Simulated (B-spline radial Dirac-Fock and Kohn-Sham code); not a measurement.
## f′ and f″ of Al, 5.4147 keV to 13.45 keV

Calculated with a radial finite-basis atomic code, using the dispersion relation over Dirac-Hartree-Slater subshell photoionisation cross sections, with the Kissel-Pratt high-energy constant (isolated atom, no bound-bound lines or fine structure). The forward scattering factor is f₀ + f′ + i f″.

Input file task.json (cfg lists n, l and occupation; rrms is the nuclear radius in fm):

```json
{"items": [{
  "Z": 13,
  "q": 0,
  "cfg": [[1, 0, 2], [2, 0, 2], [2, 1, 6], [3, 0, 2], [3, 1, 1]],
  "A": 27,
  "rrms": 3.061,
  "do": "dispersion",
  "hv": [612.3, 979.7, 1000.0, 1253.6, 1486.9, 1497.0, 1640.0, 1913.0, 2000.0, 2154.0, 2303.0, 2690.0, 2747.0, 2826.0, 2984.4, 3905.0, 4000.0, 4510.9, 4664.0, 4828.0, 5414.7, 6000.0, 6403.9, 6930.3, 7962.0, 8047.8, 9251.7, 10810.0, 11690.0, 12000.0, 12510.0, 13450.0, 15000.0, 17479.3, 22162.9, 22290.0, 24209.8, 30000.0, 30020.0, 37800.0, 40000.0, 46850.0, 63720.0, 79370.0],
  "edges": {"K": 1559.0, "L1": 117.8, "L2": 72.9, "L3": 72.5}
}]}
```

Command: `python xray2_run.py task.json out`

No edge lies in or near this range.

```
hν (eV)   λ (Å)  f′ (e)  f″ (e)  tabulated f′  tabulated f″
 5414.7   2.290   0.333   0.536          0.33          0.51
   6000   2.066   0.303   0.442          0.30          0.43
 6403.9   1.936   0.284   0.391          0.28          0.38
 6930.3   1.789       ?       ?             ?             ?
   7962   1.557   0.221   0.257          0.22          0.25
 8047.8   1.541   0.218   0.252          0.22          0.24
 9251.7   1.340   0.182   0.192          0.18          0.19
  10810   1.147   0.146   0.141          0.14          0.14
  11690   1.061   0.130   0.120          0.13          0.12
  12000   1.033   0.125   0.114          0.12          0.11
  12510  0.9911   0.117   0.105          0.12          0.10
  13450  0.9218   0.104   0.091          0.10          0.09
```

Question: What are f′ and f″ at 6930.3 eV?

Answer: f′ = 0.261 and f″ = 0.336 electrons (tables: 0.26 and 0.33). By the optical theorem f″ corresponds to a photoabsorption cross section 2 rₑ λ f″ = 3390 b.

Tabulated f′: xraylib 4.2 anomalous scattering factors (Cullen et al., EPDL97); f″: Chantler's tables (J. Phys. Chem. Ref. Data 1995 and 2000). Both are theoretical tables.
